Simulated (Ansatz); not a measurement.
Total energies of the cluster Pb₂O₄ (the lowest singlet isomer of a short search) from Ansatz at PBE-D4/def2-TZVP, gas phase (1 Eh = 27.2114 eV = 2625.5 kJ/mol). The reference geometry is relaxed at PBE-D4/def2-SVP.

Cartesian coordinates in Å:
```
Pb -0.206 -1.647 0.657
Pb -0.043 1.802 0.714
O 0.245 0.360 -1.355
O -1.134 0.275 -0.678
O 0.279 0.070 1.876
O 0.860 -0.861 -1.214
```

```
           state                    geometry  energy (Eh)
charge 0 singlet                   reference   -686.50269
charge 1 doublet                   reference   -686.21778
charge 0 triplet  relaxed at PBE-D4/def2-SVP   -686.51807
charge 0 quintet  relaxed at PBE-D4/def2-SVP   -686.43653
```

In the def2 sets Pb takes a core potential; there is no spin–orbit coupling. The structure holds 2 bonds between oxygen atoms, so isomers without such links may lie far lower.

Question: Work out the vertical ionisation energy to the doublet.

Answer: E(charge 1 doublet) − E(charge 0 singlet) = -686.21778 − (-686.50269) = 0.28491 Eh = 7.75 eV. For comparison, −ε of the highest occupied level is 4.79 eV at this level, 2.96 eV less.

Question: Which of the charge 0 states is lowest, and how far above it are the others?

Answer: The triplet. singlet: -686.50269 − (-686.51807) = 0.01538 Eh = 40.4 kJ/mol; quintet: -686.43653 − (-686.51807) = 0.08154 Eh = 214.1 kJ/mol. The triplet has fallen apart, so its energy is that of loose fragments and no spin gap. The quintet has fallen apart, so its energy is that of loose fragments and no spin gap. The triplet differs in its bonds from the reference. The quintet differs in its bonds from the reference.

The structure comes from a short search, and lower isomers may exist.
